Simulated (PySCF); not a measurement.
CH3Cl2Si, charge +1, multiplicity 1. Atoms are numbered in the order given.

```xyz
7

C     -2.0680    -0.5229    -0.0325
Si    -0.3069    -0.0798    -0.0163
Cl     1.1122    -1.4389     0.2401
Cl     0.2992     1.7965    -0.2134
H     -2.4499    -0.4393     1.0035
H     -2.2036    -1.5632    -0.3687
H     -2.6366     0.1779    -0.6649
```
Charge +1, spin multiplicity 1.

Coordinates come from a r2SCAN-D4/def2-SVP optimisation. The spin state was assumed, not searched. The isomer is the one that the SMILES or the coordinates give; other isomers of the formula were not compared.

All values below come from r2SCAN-D4/def2-SVP (PySCF).

Frequencies are harmonic and unscaled.

| mode | ν (cm⁻¹) | IR (km/mol) | Raman (Å⁴/amu) | depolarisation | moving atoms (share of kinetic energy) |
|---|---|---|---|---|---|
| 1 | 26 | 0.4 | 0.3 | 0.75 | H 97 % |
| 2 | 195 | 10.9 | 4.3 | 0.74 | Cl 65 %, Si 17 %, C 12 % |
| 3 | 196 | 2.3 | 3.5 | 0.75 | Cl 33 %, C 33 %, H 25 %, Si 9 % |
| 4 | 218 | 8.6 | 0.1 | 0.67 | Si 64 %, H 16 %, Cl 13 % |
| 5 | 502 | 20.2 | 24.4 | 0.09 | Cl 61 %, C 26 % |
| 6 | 693 | 82.3 | 4.7 | 0.75 | Si 44 %, Cl 32 %, H 19 % |
| 7 | 737 | 34.5 | 0.4 | 0.73 | H 73 %, C 18 %, Si 8 % |
| 8 | 819 | 81.9 | 3.2 | 0.40 | Si 48 %, C 33 %, H 14 % |
| 9 | 835 | 151.0 | 0.4 | 0.74 | H 57 %, Si 22 %, C 17 % |
| 10 | 1247 | 29.8 | 1.8 | 0.39 | H 81 %, C 19 % |
| 11 | 1375 | 11.3 | 9.4 | 0.75 | H 97 % |
| 12 | 1381 | 17.6 | 6.2 | 0.68 | H 96 % |
| 13 | 3020 | 53.4 | 152.7 | 0.03 | H 97 % |
| 14 | 3128 | 34.7 | 82.4 | 0.68 | H 91 %, C 9 % |
| 15 | 3172 | 32.8 | 75.5 | 0.75 | H 90 %, C 10 % |
